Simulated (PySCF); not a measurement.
# WO(OH)4: from a saddle point downhill

PySCF 2.14.0, RKS BP86, W def2-SVP with ECP60, O def2-SVP, H def2-SVP; non-relativistic Hamiltonian with scalar-relativistic core potentials where named; density fitting; no spin-orbit coupling. Relaxed within the symmetry of its start, the geometry (C4v) is

```xyz
10

W     0.0000    0.0000    0.0096
O     0.0000    0.0000    1.7159
O     1.8652    0.0000   -0.4567
H     2.7211    0.0000    0.0004
O     0.0000    1.8652   -0.4567
H     0.0000    2.7211    0.0004
O    -1.8652    0.0000   -0.4567
H    -2.7211    0.0000    0.0004
O     0.0000   -1.8652   -0.4567
H     0.0000   -2.7211    0.0004
```

and its lowest harmonic modes are -529, -475, -475, -397, -177, 119 cm⁻¹ (negative: unstable). It was moved along the lowest mode and relaxed again, within the group C4 that the move left.

Where does it end, and how much lower?

In C4, 0.539 eV lower, after 9 steps:
```xyz
10

W     0.0000    0.0000    0.1586
O     0.0000    0.0000    1.8785
O     1.8315    0.2628   -0.3935
H     2.5095   -0.3945   -0.1407
O    -0.2628    1.8315   -0.3935
H     0.3945    2.5095   -0.1407
O    -1.8315   -0.2628   -0.3935
H    -2.5095    0.3945   -0.1407
O     0.2628   -1.8315   -0.3935
H    -0.3945   -2.5095   -0.1407
```

How do the contacts change?


```tsv
contact	saddle (Å)	end (Å)
W1–O2 (O)	1.706	1.720
W1–O3 (OH)	1.923	1.931
W1–O5 (OH)	1.923	1.931
W1–O7 (OH)	1.923	1.931
W1–O9 (OH)	1.923	1.931
```


Is the end a minimum?

No, 2 of the modes stay unstable (below −25 cm⁻¹); lowest modes -108, -108, 30, 225, 262, 262 cm⁻¹.

No other spin state of this charge was computed.

State: singlet.
